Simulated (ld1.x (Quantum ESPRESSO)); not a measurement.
manganese (Mn): one change to a PAW potential, before and after

* Element: manganese
* Generator: ld1.x (Quantum ESPRESSO) 7.5
* Type: PAW
* Functional: PBE
* Relativity: scalar-relativistic
* Frozen core: [Ar]
* Valence charge: 7
* Reference configuration: 3d5 4s0 4p0 (charge +2)
* Partial waves: 4s (bound, empty): rcut 1.90, rcutus 2.55 bohr; 4s channel at -0.35 Ry: rcut 1.90, rcutus 2.55 bohr; 4p (bound, empty): rcut 1.80, rcutus 2.45 bohr; 4p channel at 0.4 Ry: rcut 1.80, rcutus 2.45 bohr; 3d (bound): rcut 1.10, rcutus 1.50 bohr; 3d channel at -1.25 Ry: rcut 1.10, rcutus 1.50 bohr
* Local potential: all-electron potential smoothed inside 1.80 bohr (lloc = -1)
* Core correction: Bessel-smoothed model core, default radius (core density twice the valence density)
* Augmentation charge: BESSEL, radius 1.20 bohr

All-electron outer shells of the reference configuration (PBE, scalar-relativistic, ld1.x):

```json
{"shell": "3p", "level (eV)": "-72.43", "outermost node (bohr)": "0.31", "outermost maximum (bohr)": "0.75"}
{"shell": "3d", "level (eV)": "-24.32", "outermost node (bohr)": "–", "outermost maximum (bohr)": "0.76"}
{"shell": "4s", "level (eV)": "-19.44", "outermost node (bohr)": "1.04", "outermost maximum (bohr)": "2.27"}
{"shell": "4p", "level (eV)": "-13.89", "outermost node (bohr)": "1.14", "outermost maximum (bohr)": "2.67"}
```

Change: local potential all-electron potential smoothed inside 1.40 bohr (lloc = -1).

Cutoffs: the cutoffs (Ry, on a coarse ladder) from which the occupation-weighted sum of valence levels, in a spherical-Bessel basis at the reference potential, stays within 10 and 1 mRy of its value at 400 Ry; they do not see the model core or the augmentation charge, which bear on the density cutoff. Errors are all-electron minus pseudo energies relative to the spin-unpolarised reference configuration.

How do hardness, ghosts and transferability respond?

The potential gets neither clearly harder nor softer (45 Ry and 80 Ry → 45 Ry and 80 Ry); a bound ghost appears in s, which as a rule spoils a file; of the 7 tests that both files solve, the error grows in 2 and shrinks in 3 by more than 15 % and 0.3 meV (median size 13.0 → 3.2 meV); the range in which the s phases agree widens (upper end 1.0 → 2.9). A state that the projectors do not describe sees the local part alone, so a deeper or shallower local part can create or remove a ghost.

```tsv
quantity	base	changed
cutoff, loose	45 Ry	45 Ry
cutoff, tight	80 Ry	80 Ry
bound ghosts	none	s
error for 3d5 4s2 4p0, meV [ΔE -24.01 eV]	+20	+2.9
error for 3d5 4s1 4p0, meV [ΔE -15.60 eV]	+6.5	+3.2
error for 3d4 4s0 4p0, meV [ΔE 32.52 eV]	-338	-337
error for 3d5 4s0 4p2, meV [ΔE -16.09 eV]	+2.2	+2.6
error for 3d5 4s0 4p1, meV [ΔE -10.86 eV]	+1.2	+1.5
error for 3d5 4s1.5 4p0, meV [ΔE -20.65 eV]	+13	+3.6
error for 3d6 4s0 4p0, meV [ΔE -17.20 eV]	-112	-112
s: phases at 2.75 bohr within 0.05 rad from the reference energy up to (Ry; the scan ends near 5)	1.0	2.9
p: phases at 2.75 bohr within 0.05 rad from the reference energy up to (Ry; the scan ends near 5)	2.8	2.4
d: phases at 2.75 bohr within 0.05 rad from the reference energy up to (Ry; the scan ends near 5)	to the end of the scan	to the end of the scan
lowest overlap eigenvalue by channel	s 0.35, p 0.57, d 0.96	s 0.26, p 0.52, d 0.95
```

 A true bound ghost makes a file unfit for plane-wave use even where its test errors are small: the radial tests pick states by their node count and pass the ghost by.
